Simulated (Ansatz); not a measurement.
`[SeH][Si]([SeH])([SeH])[SeH]` and `[SeH][SiH]([SeH])[SeH]` differ in one atom or group.

Ansatz, PBE0-D4/def2-TZVP geometries, multiplicity 1. Each molecule was computed in one conformer, which needn't be the lowest.

Scalar relativity is left out up to krypton.

| property | `[SeH][Si]([SeH])([SeH])[SeH]` |
| --- | --- |
| HOMO–LUMO gap (ωB97M-V/def2-TZVPP) / eV | 9.81 |
| LUMO energy (B3LYP/def2-TZVPP) / eV | -1.50 |
| LUMO energy (ωB97M-V/def2-TZVPP) / eV | 0.55 |
| size of the dipole moment (ωB97M-V/def2-TZVPP) / D | 1.46 |
| HOMO energy (PBE0/def2-TZVPP) / eV | -7.15 |
| size of the dipole moment (PBE/def2-TZVPP) / D | 1.34 |

(1) Give the same properties after the change, and the shifts. (Best estimate.)

Answers

(1) The calculation gave: 
```
                                          property  `[SeH][SiH]([SeH])[SeH]`  shift
           HOMO–LUMO gap (ωB97M-V/def2-TZVPP) / eV                     10.21   0.40
               LUMO energy (B3LYP/def2-TZVPP) / eV                     -1.08   0.42
             LUMO energy (ωB97M-V/def2-TZVPP) / eV                      0.98   0.43
size of the dipole moment (ωB97M-V/def2-TZVPP) / D                      0.78  -0.68
                HOMO energy (PBE0/def2-TZVPP) / eV                     -7.11   0.04
    size of the dipole moment (PBE/def2-TZVPP) / D                      0.69  -0.65
```

Dipoles are sizes alone; their direction can turn.

B3LYP here is the variant with VWN-RPA as its local correlation; programs differ in this.

Spin–orbit coupling is left out; it splits and shifts lone-pair levels of the heavy atoms by tenths of an eV.
